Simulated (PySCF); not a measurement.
ClGeH5SSi, SMILES Cl[SiH2][S][GeH3]. Atoms are numbered in the order given.

```xyz
9

Si     1.6844     0.4590    -0.2035
Cl     1.5242     0.1936     1.8591
S      0.2589    -0.7324    -1.2577
Ge    -1.6269    -0.0105    -0.2320
H      3.0278     0.0123    -0.6459
H      1.4848     1.9098    -0.4504
H     -2.7538    -0.2511    -1.2499
H     -1.4739     1.4885     0.0852
H     -1.8616    -0.8217     1.0519
```
Charge 0, spin multiplicity 1.

Geometry: B3LYP-D3(BJ)/def2-SVP. This is a generated structure with no PubChem entry under its InChIKey; it may be hypothetical. One conformer was computed; it need not be the lowest.

Computed with PySCF 2.14.0 with TDDFT-PBE/def2-SVPD.

Vertical excitations. Gas-phase values at a fixed geometry.

```json
[
 {"state": "S1", "energy (eV)": "5.02", "λ (nm)": "247", "f": "0.007", "main pairs": "HOMO→LUMO 99 %"},
 {"state": "S2", "energy (eV)": "5.50", "λ (nm)": "225", "f": "0.018", "main pairs": "HOMO→LUMO+1 96 %"},
 {"state": "S3", "energy (eV)": "5.83", "λ (nm)": "213", "f": "0.012", "main pairs": "HOMO→LUMO+2 95 %"},
 {"state": "S4", "energy (eV)": "6.01", "λ (nm)": "206", "f": "0.002", "main pairs": "HOMO→LUMO+3 95 %"},
 {"state": "S5", "energy (eV)": "6.07", "λ (nm)": "204", "f": "0.012", "main pairs": "HOMO−1→LUMO 89 %"},
 {"state": "S6", "energy (eV)": "6.24", "λ (nm)": "199", "f": "0.005", "main pairs": "HOMO−2→LUMO 97 %"},
 {"state": "S7", "energy (eV)": "6.36", "λ (nm)": "195", "f": "0.016", "main pairs": "HOMO→LUMO+4 90 %"},
 {"state": "S8", "energy (eV)": "6.61", "λ (nm)": "188", "f": "0.027", "main pairs": "HOMO−1→LUMO+1 74 %, HOMO−2→LUMO+1 16 %"},
 {"state": "S9", "energy (eV)": "6.76", "λ (nm)": "183", "f": "0.003", "main pairs": "HOMO→LUMO+5 79 %, HOMO−2→LUMO+1 13 %"},
 {"state": "S10", "energy (eV)": "6.81", "λ (nm)": "182", "f": "0.041", "main pairs": "HOMO−2→LUMO+1 57 %, HOMO−1→LUMO+2 15 %, HOMO−1→LUMO+1 11 %, HOMO→LUMO+5 10 %"},
 {"state": "T1", "energy (eV)": "4.67", "λ (nm)": "266", "f": "0", "main pairs": "HOMO→LUMO 99 %"},
 {"state": "T2", "energy (eV)": "5.16", "λ (nm)": "240", "f": "0", "main pairs": "HOMO→LUMO+1 99 %"},
 {"state": "T3", "energy (eV)": "5.54", "λ (nm)": "224", "f": "0", "main pairs": "HOMO→LUMO+2 97 %"},
 {"state": "T4", "energy (eV)": "5.79", "λ (nm)": "214", "f": "0", "main pairs": "HOMO−1→LUMO 93 %"}
]
```
Triplets are in the Tamm–Dancoff approximation, which puts them higher than full response would, so one can lie above its singlet here.
